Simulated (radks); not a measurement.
Charge is removed step by step from the 1s1/2 level of the gallium ion Ga2+, starting from [Ar] 3d10 4s1. Method: Dirac Kohn-Sham, PBEsol, spin-unpolarised, spherical densities, finite nucleus; Fermi nuclear charge, rms radius 3.9973 fm; computed with a radial shooting solver on a logarithmic mesh with Libxc functionals. At the starting occupation the eigenvalue is -10238.7 eV. Estimate the energy to remove one whole electron from this level, the eigenvalue at the end, and how far E(n) bends from a straight line.

Answer. Delta-SCF 10428.7 eV; final eigenvalue -10617.3 eV; the deviation from the straight line is -47.367 eV at 0.5 electron removed, the largest on the grid computed. Slater's transition state (half an electron removed) gives 10429.0 eV. Integrating minus the eigenvalue over the occupation (Janak's theorem) gives 10428.7 eV. The mean slope of the eigenvalue, de/dn, is 379 eV per electron.
